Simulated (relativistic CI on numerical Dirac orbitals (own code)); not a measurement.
## One change at a time: F IX

Base calculation: Dirac-Coulomb-Breit CI, separate exchange-only KLI orbitals for each configuration, model QED (radiative potential, 1s self-energy scaled to tabulated hydrogen-like ionisation energies).

CI space: 1s, 2s, 2p, 3s, 3p, 3d, 4s, 4p, 4d, 4f, 5s, 5p, 5d, 5f, 5g, 6s, 6p, 6d. Levels of other configurations are missing.

Variants: (1) QED terms removed; (2) non-relativistic limit. Shifts of the energy above 1s ²S1/2, in eV, for the lowest level and the first level of each name with at least 55 % of one term (blank where a level changes its place among those of its configuration and J or its character, or is not in the variant):

```csv
Level,Base,Δ(1),Δ(2)
1s ²S1/2,0.00,0.00,0.00
2p ²P°1/2,827.24,+0.10,-0.72
2s ²S1/2,827.25,+0.09,-0.73
2p ²P°3/2,827.54,+0.10,-1.01
3p ²P°1/2,980.54,+0.10,-0.96
3s ²S1/2,980.54,+0.10,-0.96
3d ²D3/2,980.63,+0.10,-1.04
3p ²P°3/2,980.63,+0.10,-1.04
3d ²D5/2,980.65,+0.10,-1.07
4p ²P°1/2,1034.18,+0.10,-1.03
4s ²S1/2,1034.18,+0.10,-1.03
4d ²D3/2,1034.22,+0.10,-1.07
4p ²P°3/2,1034.22,+0.10,-1.07
4f ²F°5/2,1034.23,+0.10,-1.08
4d ²D5/2,1034.23,+0.10,-1.08
4f ²F°7/2,1034.24,+0.10,-1.08
5p ²P°1/2,1059.00,+0.10,-1.06
5s ²S1/2,1059.00,+0.10,-1.06
5d ²D3/2,1059.02,+0.10,-1.08
5p ²P°3/2,1059.02,+0.10,-1.08
5f ²F°5/2,1059.03,+0.10,-1.08
5d ²D5/2,1059.03,+0.10,-1.08
```
